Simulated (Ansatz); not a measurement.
Stepwise reaction of `N#[C][SnH2][C]#N` with hydrogen, as a gas-phase model of exchange steps in deposition or etching. ΔE in kJ/mol; ΔG adds harmonic PBE0-D4 terms to CCSD(T)/CBS, at 1 bar.

Isolated molecules relaxed with PBE0-D4/def2-TZVP in Ansatz; ΔE leaves out vibrations. CBS: MP2 limit from def2 TZ/QZ plus the TZ coupled-cluster correction, frozen cores. This one scheme is used for every species. DFT in def2-TZVPP. B3LYP here is the variant with VWN-RPA as its local correlation; programs differ in this. def2 core potentials past Kr. For Sn outer-core shells are correlated without core-valence functions, which leaves a few kJ/mol of doubt a bond.

| step | reaction | PBE-D4 | B3LYP-D4 | ωB97M-V | CCSD(T)/CBS | ΔG(500 K) |
| --- | --- | --- | --- | --- | --- | --- |
| 1 | `N#[C][SnH2][C]#N` + H₂ → `N#[C][SnH3]` + `C#N` | -8.5 | -9.7 | -9.1 | -2.6 | -1.4 |
| 2 | `N#[C][SnH3]` + H₂ → `[SnH4]` + `C#N` | 6.3 | 6.0 | 7.4 | 12.7 | 17.5 |

(1) By hand: ΔE of the 2 steps together at CCSD(T)/CBS.

Results:

(1) (-2.6) + (12.7) = 10.1 kJ/mol, or 5.0 kJ/mol a step.

In ΔE each step is higher than the one before. ΔG lies between -1.4 and 17.5 kJ/mol a step. PBE-D4 differs from CCSD(T)/CBS by -6.4 to -5.9 kJ/mol a step. Isolated molecules leave out the surface, adducts and barriers. Largest T1 diagnostic: 0.015.
